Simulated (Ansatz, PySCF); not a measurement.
H$_{4}$BN, charge +1, doublet, at a GFN2-xTB geometry (a state made from the parent by changing its charge; the spin is typed, not shown lowest). Base run: PySCF with PBE0/6-31G*.

PySCF was given this input:
```python
from pyscf import gto, scf, dft

mol = gto.M(
    atom='''
B    -0.731306    0.036652   -0.007048
N     0.600864   -0.030115    0.005791
H    -1.510171   -0.846000   -0.168638
H    -1.420984    0.992907    0.140388
H     1.233218    0.751516   -0.169297
H     1.148421   -0.870881    0.192251
''',
    basis='6-31g*',
    charge=1,
    spin=1,
    verbose=3,
)

mf = dft.UKS(mol)
mf.xc = 'pbe0'
mf.kernel()
```

The same geometry, method and basis name were run in Ansatz (a first-principles code) and PySCF, at each program's defaults and at the settings that a row names. The base is PySCF at its defaults. Differences at the defaults can come from grids, fitting, cores and function types together.

```json
[
 {"code and settings": "PySCF, defaults (exact integrals, its default grid, spherical functions)", "ΔE vs base (µEh)": "0.0", "basis functions": "36", "E (Eh)": "-81.52499", "SCF cycles": "11"},
 {"code and settings": "Ansatz, defaults (factorised integrals, its default grid, Cartesian functions)", "ΔE vs base (µEh)": "-1787", "basis functions": "38", "E (Eh)": "-81.52677", "SCF cycles": "-"},
 {"code and settings": "PySCF, density fitting with def2-universal-jkfit", "ΔE vs base (µEh)": "-34.5", "basis functions": "36", "E (Eh)": "-81.52502", "SCF cycles": "11"},
 {"code and settings": "PySCF, fine grid", "ΔE vs base (µEh)": "0.1", "basis functions": "36", "E (Eh)": "-81.52499", "SCF cycles": "11"},
 {"code and settings": "Ansatz, high accuracy, Cartesian functions as the basis file defines them", "ΔE vs base (µEh)": "-1786", "basis functions": "38", "E (Eh)": "-81.52677", "SCF cycles": "-"}
]
```

Open shells are given as the SCF converged; they aren't shown to be the lowest states, and a large step between rows can be another state.
